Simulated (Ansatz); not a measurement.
C2H6N, SMILES `C[N+]C` (singlet; the order of the spin states depends on the level) (charge 1, multiplicity 1). This singlet lies 0.17 eV above the relaxed triplet at the level frozen-core CCSD(T)/cc-pVTZ // B3LYP-D3(BJ)/def2-TZVP (Ansatz, a program for electronic structure); other levels give the other order.

Level of theory: Ansatz with r2SCAN/cc-pVTZ // B3LYP-D3(BJ)/def2-TZVP.

Ansatz 0.2 input:
```yaml
crystal:
  periodic: [false, false, false]
  atoms:
    - { symbol: C, position_ang: [1.160453, 0.262876, 0.045947] }
    - { symbol: N, position_ang: [0.118896, -0.615269, 0.165983] }
    - { symbol: C, position_ang: [-1.174644, -0.189395, 0.040484] }
    - { symbol: H, position_ang: [0.952952, 1.313926, -0.152144] }
    - { symbol: H, position_ang: [1.867818, -0.214125, -0.674278] }
    - { symbol: H, position_ang: [1.807164, 0.077704, 0.937102] }
    - { symbol: H, position_ang: [-1.648982, -0.895063, -0.683228] }
    - { symbol: H, position_ang: [-1.373699, 0.863344, -0.157306] }
    - { symbol: H, position_ang: [-1.709958, -0.603999, 0.928254] }
basis:
  gaussian: { orbitals: cc-pVTZ }
hamiltonian:
  xc: r2scan
total_charge: 1
```

Output:

```
Functional definition: r2SCAN
863 factors; their error is unknown
mean field evaluation 1: about -3638.9189 eV, gradient 7.1e1 eV
mean field evaluation 2: about -3632.8165 eV, gradient 8.4e1 eV
mean field evaluation 4: about -3650.2704 eV, gradient 5.7e0 eV
mean field evaluation 8: about -3650.3421 eV, gradient 4.8e-2 eV
mean field evaluation 16: about -3650.3213 eV, gradient 4.1e-5 eV
mean field -3650.32127177 eV, -134.1468324609 hartree, gradient 4.1e-5 eV, S^2 0.000000; 0 other end points of the search recorded, 0 dependent functions left out
reference -3650.32128088 eV, -134.1468327956 hartree; 12, 12 occupied and 162, 162 virtual orbitals, 863 factors
Total energy: -3650.32128088 eV, -134.1468327956 hartree
```
